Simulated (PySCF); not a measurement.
Compound: C6H9NO.
Geometry (PBE0-D3(BJ)/def2-SVP, Å), atoms numbered from 1 in this order:
```xyz
17
C6H9NO angstrom
C      2.7064   -0.1858   -0.3932
C      1.3781   -0.1826   -0.3516
C      0.3549   -0.9129    0.4886
C     -0.6388    0.2244    0.1474
N     -1.9958   -0.1106   -0.1601
C     -3.0651    0.4826    0.4329
O     -3.0118    1.3427    1.2797
C      0.3078    0.6694   -0.9957
H      3.2514    0.4974   -1.0504
H      3.2937   -0.8673    0.2287
H      0.0483   -1.8650    0.0197
H      0.5805   -1.1040    1.5486
H     -0.6769    0.9765    0.9471
H     -2.1760   -0.8189   -0.8611
H     -4.0313    0.0768    0.0456
H     -0.0161    0.2536   -1.9663
H      0.4958    1.7462   -1.1225
```

Level: CAM-B3LYP/def2-SVPD in PySCF, non-relativistic, on one gas-phase PBE0-D3(BJ)/def2-SVP geometry that isn't relaxed in the solvent. The solvent is an IEF-PCM continuum (Bondi radii, 1.10 Å for H, scaled by 1.2), and excitations are vertical TDDFT with non-equilibrium linear response and a frozen core. Specific hydrogen bonds and non-electrostatic terms are outside this model.

```tsv
run	E − E(gas) (kJ/mol)	HOMO (eV)	HOMO–LUMO gap (eV)	dipole (D)	lowest singlet (eV)	static polarisability (au)
gas	0.00	-8.70	9.57	3.78	5.73	83.8
P	-37.66	-8.51	9.72	5.07	5.96	110.8
Q	-39.11	-8.50	9.73	5.13	5.97	112.0
```

Question: The runs were made in acetone and acetonitrile. Which run belongs to which solvent?

Answer: P = acetone, Q = acetonitrile. The dielectric constants are 20.49 (acetone), 35.69 (acetonitrile), and the energy falls further as ε rises. The optical constants n² used for the excitations are 1.85, 1.81 in the same order. In this model the ground state sees the solvent through ε alone.

Question: How constant is the ratio of the lowering to (ε − 1)/(2ε + 1)?

Answer: 
```csv
solvent,(ε − 1)/(2ε + 1),E − E(gas) (kJ/mol),ratio (kJ/mol),polarisation term (kJ/mol)
acetone,0.464,-37.66,-81.1,-46.80
acetonitrile,0.479,-39.11,-81.6,-49.03
```

The ratio changes by +0.6 % in size from acetone to acetonitrile. The polarisation term is half the interaction of the solute with the induced surface charges.
